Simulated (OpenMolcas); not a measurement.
**What dynamic correlation does to the levels of Fe5+**

| Property | Result |
| --- | --- |
| Program | OpenMolcas 26.06 |
| Basis | ANO-R2 [6s5p4d2f1g] |
| Scalar Hamiltonian | X2C, finite nucleus |
| Active space | 3 electrons in 5 orbitals (3d) |
| State averaging | 2S+1 = 4 even, 10 roots; 2S+1 = 2 even, 40 roots |
| Spin-orbit coupling | RASSI with atomic mean-field integrals over the reference wave functions, term energies averaged over their components |

Methods on the same reference wave functions:
A. CASSCF
B. SS-CASPT2, IPEA 0.25 Eh, imaginary shift 0.1 Eh (closed shells correlated: 3s 3p)
C. MS-CASPT2, IPEA 0.25 Eh, imaginary shift 0.1 Eh (closed shells correlated: 3s 3p)

Energies in cm⁻¹ above 3d³ ⁴F_3/2, the measured ground level; measured values from Corliss and Sugar, J. Phys. Chem. Ref. Data 11, 135 (1982).

```csv
Level,A,B,C,Measured
3d³ ⁴F_3/2,0.0,0.0,0.0,0.0
3d³ ⁴F_5/2,511,516,516,511
3d³ ⁴F_7/2,1203,1210,1210,1188
3d³ ⁴F_9/2,2055,2060,2060,2001
3d³ ⁴P_1/2,23174,19380,19370,18738
3d³ ⁴P_3/2,23365,19580,19550,18942
3d³ ²G_7/2,23867,20900,20900,20616
3d³ ⁴P_5/2,23993,20190,20190,19611
3d³ ²G_9/2,24557,21600,21610,21315
3d³ ²P_1/2,31405,28350,26970,26496
3d³ ²H_9/2,31508,28940,29320,28724
3d³ ²H_11/2,32015,29450,29840,29203
3d³ ²D_5/2(1),34811,29180,29180,28484
3d³ ²F_7/2,53866,47270,47270,46217
3d³ ²F_5/2,54169,47570,47570,46604
3d³ ²D_5/2(2),84078,74090,74090,71708
3d³ ²D_3/2(2),84438,74440,74450,72049
```

Deviations, from unrounded energies. A percentage is the sum of absolute deviations over the sum of measured energies, with the sign that they share, or ± where signs differ.

```json
{"Against measurement": "mean absolute deviation (cm-1)", "Levels": "16", "A": "4800", "B": "770", "C": "730"}
{"Against measurement": "fine structure of the ground term (%)", "Levels": "3", "A": "±1.9", "B": "+2.2", "C": "+2.2"}
{"Against measurement": "other terms of the ground configuration (%)", "Levels": "13", "A": "+17.1", "B": "+2.7", "C": "+2.6"}
```

B, C lie about equally close to measurement and A furthest from it. The largest miss of C in the table is 3d³ ²D_3/2(2), by +2400 cm-1. The ranking rests on the paired levels alone, and a cruder setting can come out closer through cancelling errors.

Between B and C the level of the table that moves most is 3d³ ²P_1/2, by 1400 cm-1 (lowest in C, highest in B). Moves below CASPT2's spread within the term are not significant.

The mean deviations of B to C differ by less than CASPT2's widest spread within a term (820 cm-1), so their order carries little weight.

From A to B the spin-free energies of the other terms of 3d³ shown, above ⁴F, scale by factors of 0.83 to 0.92, as is usual when dynamic correlation screens the repulsion within a d or f shell.

The lowest spin-free term lies below A's lowest term by 0.353 hartree in B, 0.353 hartree in C.

CASPT2 does not keep the components of a term degenerate, so their means are used; among the terms shown or strongly mixed into the levels shown the widest spread is 820 cm-1 (3d³ ²H, B). Without dynamic correlation excited terms often stand tens of per cent too high (terms of higher spin than the ground term too low), and those without a measured partner can miss by more than the paired ones (holds for A). The CASPT2 spread within a term exceeds the gap to the next term for 3d³ ²P and 3d³ ²D(1), 3d³ ²D(1) and 3d³ ²H, so the order of their levels is uncertain, and so are names and mixing where such terms share a J (holds for B). Computed and measured levels are paired by configuration, term and J; levels that our copy of the source lacks, or whose pairing is in doubt (as where it misses far off the trend of its configuration), stay unpaired and out of the deviations. Only configurations of the active space appear. Levels that lie high or do not pair safely by name in every column are left out.

A number in round brackets counts repeated terms of one configuration in the order of the reference energies.
